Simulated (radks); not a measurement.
Question: Excited configurations of Hg I: one electron is placed in a higher orbital outside [Xe] 4f14 5d10 6s1. The ground configuration is [Hg]. Method: Dirac Kohn-Sham, BLYP, spin-unpolarised, spherical densities, point nucleus; open shells fill j = l - 1/2 first; computed with a radial shooting solver on a logarithmic mesh with Libxc functionals. Excitation = E - E(ground); binding = E(ion) - E, where the ion is the core of charge +1; n* = 1/sqrt(2 binding) in atomic units, and the quantum defect is n - n*.

outer orbital  excitation (eV)  binding (eV)     n*  quantum defect  eigenvalue (eV)  <r> (bohr)
6p1/2                    5.396         5.311  1.601           4.399           -2.404       3.772
6d3/2                    9.184         1.524  2.988           3.012           -0.567       10.10
7p1/2                    8.828         1.880  2.690           4.310           -0.985       10.21

Estimate the row for 7s1/2.

Answer: excitation (eV) 8.071; binding (eV) 2.637; n* 2.271; quantum defect 4.729; eigenvalue (eV) -1.426; <r> (bohr) 7.885. The Delta-SCF ionisation energy is 10.708 eV (NIST Atomic Spectra Database: 10.438 eV, measured). Self-interaction in the functional shifts the binding energies and quantum defects, so they are the method's values and not measured ones. Spin polarisation and multiplet splitting are left out, so open shells lie too high by an amount that depends on their filling.

Beside tabulated values, note that spin-unpolarised runs miss the spin-polarisation part of the exchange energy of open shells.
